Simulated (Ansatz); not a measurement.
Stretching the Si1–Ge2 bond in GeH6Si (SMILES [SiH3][GeH3]) (multiplicity 1 held, fragments rigid). Energies count from the point at 2.388 Å.
Geometry at that point (charge 0, multiplicity 1):
```tsv
atom	x (Å)	y (Å)	z (Å)
Si	-1.6041	-0.1283	0.0205
Ge	0.7760	0.0621	-0.0099
H	-2.1772	0.8180	1.0069
H	-1.9990	-1.5073	0.3935
H	-2.1562	0.1829	-1.3193
H	1.2041	1.4898	-0.3959
H	1.3883	-0.9150	-1.0303
H	1.3666	-0.2582	1.3754
```

Signs of static correlation in def2-TZVPP, with CASSCF(2,2), from Ansatz (a program for electronic structure) runs.

| R (Å) | T1 of restricted CCSD | ⟨S²⟩ of UHF | largest double amplitude of restricted CCSD | weight of the CASSCF reference in MRCISD | CASSCF natural occupations |
|---|---|---|---|---|---|
| 1.910 | 0.013 | 0.000 | 0.030 | 0.886 | 1.99 0.01 |
| 2.149 | 0.012 | 0.000 | 0.026 | 0.886 | 1.99 0.01 |
| 2.388 | 0.012 | 0.000 | 0.025 | 0.885 | 1.98 0.02 |
| 2.627 | 0.012 | 0.000 | 0.046 | 0.885 | 1.97 0.03 |
| 2.865 | 0.012 | 0.000 | 0.079 | 0.885 | 1.95 0.05 |
| 3.224 | 0.012 | 0.179 | 0.140 | 0.885 | 1.90 0.10 |
| 3.582 | 0.015 | ___ | ___ | 0.886 | 1.80 0.20 |
| 4.179 | 0.021 | 0.921 | 0.369 | 0.886 | 1.55 0.45 |
| 4.776 | 0.026 | 0.987 | 0.523 | 0.887 | 1.31 0.69 |
| 5.492 | 0.030 | 1.005 | 0.660 | 0.887 | 1.13 0.87 |
| 6.447 | 0.029 | 1.008 | 0.754 | 0.887 | 1.04 0.96 |
| 7.641 | 0.028 | 1.009 | 0.795 | 0.887 | 1.01 0.99 |

Problem. Fill in the missing entries.

Solution. 
- 3.582, ⟨S²⟩ of UHF: 0.655
- 3.582, largest double amplitude of restricted CCSD: 0.216

Doubts at one or more of the structures used: a restricted determinant that unrestricted orbitals would lower (R-CCSD(T)/def2-TZVPP); other coupled-cluster roots lie near (R-CCSD(T)/def2-TZVPP); a spin-contaminated determinant (U-CCSD(T)/def2-TZVPP); T1 above 0.05 (U-CCSD(T)/def2-TZVPP).
